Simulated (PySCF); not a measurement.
C2H5GaO (SMILES C=[CH][GaH][OH]), singlet, geometry from GFN2-xTB (such geometries of metal compounds can be far from the true shape), atoms displaced at random by about 0.03 Å a coordinate; B3LYP/STO-3G, gradient by finite differences in PySCF.

Here is a job for PySCF.
```python
from pyscf import gto, scf, dft

mol = gto.M(
    atom='''
Ga   -0.51795979    0.33055016    0.10913938
H    -2.00062417    0.76918306    0.04655463
C     0.26453926   -1.17265301   -1.04870571
C     1.53304482   -1.51344207   -0.91284385
H    -0.34092063   -1.68054487   -1.79782880
H     2.02148904   -2.26114685   -1.54050216
H     2.18671758   -0.99826033   -0.14010756
O     0.29325213    1.19920839    1.30207027
H     1.00329732    1.46551927    1.86039462
''',
    basis='sto-3g',
    verbose=4,
)

mf = dft.RKS(mol)
mf.xc = 'b3lyp'
mf.conv_tol = 1e-11
mf.kernel()
scan, done = mf.as_scanner(), []
scan.scf_summary = {}
def energy(d):
    c = mol.atom_coords()
    c[3, 1] += d
    e = scan(mol.set_geom_(c, unit='Bohr', inplace=False))
    done.append(scan.converged)
    return e
h = 0.05
fd = (energy(h) - energy(-h)) / (2 * h)
print('dE/dx =', fd)
```

The log (banner, timings and long lists left out):

```
PySCF version 2.14.0

[INPUT] verbose = 4
[INPUT] num. atoms = 9
[INPUT] num. electrons = 56
[INPUT] charge = 0
[INPUT] spin (= nelec alpha-beta = 2S) = 0
[INPUT] symmetry False subgroup None
[INPUT] Mole.unit = angstrom
[INPUT] Symbol           X                Y                Z      unit          X                Y                Z       unit  Magmom
[...]
nuclear repulsion = 247.875250584725
number of shells = 22
number of NR pGTOs = 114
number of NR cGTOs = 38
basis = sto-3g
ecp = {}

******** <class 'pyscf.dft.rks.RKS'> ********
method = RKS
initial guess = minao
damping factor = 0
level_shift factor = 0
DIIS = <class 'pyscf.scf.diis.CDIIS'>
diis_start_cycle = 1
diis_space = 8
diis_damp = 0
SCF conv_tol = 1e-11
SCF conv_tol_grad = None
SCF max_cycles = 50
direct_scf = True
direct_scf_tol = 1e-13
XC library pyscf.dft.libxc version 7.1.2
    S. Lehtola, C. Steigemann, M. J. T. Oliveira, and M. A. L. Marques,  SoftwareX 7, 1–5 (2018)
XC functionals = b3lyp
    P. J. Stephens, F. J. Devlin, C. F. Chabalowski, and M. J. Frisch,  J. Phys. Chem. 98, 11623 (1994)
radial grids:
    Treutler-Ahlrichs [JCP 102, 346 (1995); DOI:10.1063/1.469408] (M4) radial grids

becke partition: Becke, JCP 88, 2547 (1988); DOI:10.1063/1.454033
pruning grids: <function nwchem_prune>
grids dens level: 3
symmetrized grids: False
atomic radii adjust function: <function treutler_atomic_radii_adjust>
small_rho_cutoff = 0
Set gradient conv threshold to 3.16228e-06
Initial guess from minao.
tot grids = 112264
init E= -2052.77550659021
[...]
cycle= 1 E= -2054.31866591687  delta_E= -1.54  |g|= 0.76  |ddm|= 3.68
[...]
cycle= 2 E= -2014.57263696665  delta_E= 39.7  |g|= 10.8  |ddm|= 10.5
[...]
cycle= 3 E= -2051.13473161334  delta_E= -36.6  |g|= 3.49  |ddm|= 8.96
[...]
cycle= 4 E= -2052.86800172129  delta_E= -1.73  |g|= 2.19  |ddm|= 2.12
[...]
cycle= 5 E= -2054.36175560675  delta_E= -1.49  |g|= 0.917  |ddm|= 3.21
[...]
cycle= 6 E= -2054.58215304054  delta_E= -0.22  |g|= 0.341  |ddm|= 1.29
[...]
cycle= 7 E= -2054.61130034724  delta_E= -0.0291  |g|= 0.13  |ddm|= 0.321
[...]
cycle= 8 E= -2054.61643043634  delta_E= -0.00513  |g|= 0.0444  |ddm|= 0.288
[...]
cycle= 9 E= -2054.6171270415  delta_E= -0.000697  |g|= 0.0117  |ddm|= 0.0832
[...]
cycle= 10 E= -2054.61717260448  delta_E= -4.56e-05  |g|= 0.0027  |ddm|= 0.018
[...]
cycle= 11 E= -2054.61718026488  delta_E= -7.66e-06  |g|= 0.000956  |ddm|= 0.0119
[...]
cycle= 12 E= -2054.6171854252  delta_E= -5.16e-06  |g|= 0.000838  |ddm|= 0.014
[...]
[...]
converged SCF energy = -2054.61719096022
converged SCF energy = -2054.61714788978
[...]

******** <class 'pyscf.scf.hf.RKS_Scanner'> ********
method = RKS_Scanner
initial guess = minao
damping factor = 0
level_shift factor = 0
DIIS = <class 'pyscf.scf.diis.CDIIS'>
diis_start_cycle = 1
diis_space = 8
diis_damp = 0
SCF conv_tol = 1e-11
SCF conv_tol_grad = None
SCF max_cycles = 50
direct_scf = True
direct_scf_tol = 1e-13
XC library pyscf.dft.libxc version 7.1.2
    S. Lehtola, C. Steigemann, M. J. T. Oliveira, and M. A. L. Marques,  SoftwareX 7, 1–5 (2018)
XC functionals = b3lyp
    P. J. Stephens, F. J. Devlin, C. F. Chabalowski, and M. J. Frisch,  J. Phys. Chem. 98, 11623 (1994)
radial grids:
    Treutler-Ahlrichs [JCP 102, 346 (1995); DOI:10.1063/1.469408] (M4) radial grids

becke partition: Becke, JCP 88, 2547 (1988); DOI:10.1063/1.454033
pruning grids: <function nwchem_prune>
grids dens level: 3
symmetrized grids: False
atomic radii adjust function: <function treutler_atomic_radii_adjust>
small_rho_cutoff = 0
Set gradient conv threshold to 3.16228e-06
tot grids = 112264
init E= -2054.61542927905
[...]
cycle= 1 E= -2054.61597384459  delta_E= -0.000545  |g|= 0.0175  |ddm|= 0.115
[...]
cycle= 2 E= -2054.61587416485  delta_E= 9.97e-05  |g|= 0.0255  |ddm|= 0.067
[...]
cycle= 3 E= -2054.61598760231  delta_E= -0.000113  |g|= 0.0184  |ddm|= 0.0698
[...]
cycle= 4 E= -2054.61609744579  delta_E= -0.00011  |g|= 0.00571  |ddm|= 0.036
[...]
cycle= 5 E= -2054.61610766844  delta_E= -1.02e-05  |g|= 0.00088  |ddm|= 0.00825
[...]
cycle= 6 E= -2054.61610794792  delta_E= -2.79e-07  |g|= 0.000171  |ddm|= 0.00141
[...]
cycle= 7 E= -2054.61610797395  delta_E= -2.6e-08  |g|= 7.64e-05  |ddm|= 0.000747
[...]
cycle= 8 E= -2054.61610798174  delta_E= -7.79e-09  |g|= 4.57e-05  |ddm|= 0.00036
[...]
cycle= 9 E= -2054.61610799029  delta_E= -8.55e-09  |g|= 2.29e-05  |ddm|= 0.000608
[...]
cycle= 10 E= -2054.6161079946  delta_E= -4.31e-09  |g|= 1.01e-05  |ddm|= 0.000582
[...]
cycle= 11 E= -2054.61610799569  delta_E= -1.09e-09  |g|= 6.89e-06  |ddm|= 0.000289
[...]
cycle= 12 E= -2054.61610799616  delta_E= -4.71e-10  |g|= 2.19e-06  |ddm|= 0.000228
[...]
cycle= 13 E= -2054.61610799622  delta_E= -6.64e-11  |g|= 1.66e-06  |ddm|= 9.77e-05
[...]
cycle= 14 E= -2054.61610799623  delta_E= -6.37e-12  |g|= 1.08e-06  |ddm|= 2.59e-05
[...]
Extra cycle  E= -2054.61610799623  delta_E= -3.64e-12  |g|= 2.16e-06  |ddm|= 6.85e-06
converged SCF energy = -2054.61610799623
dE/dx = -0.010398935419289046
```
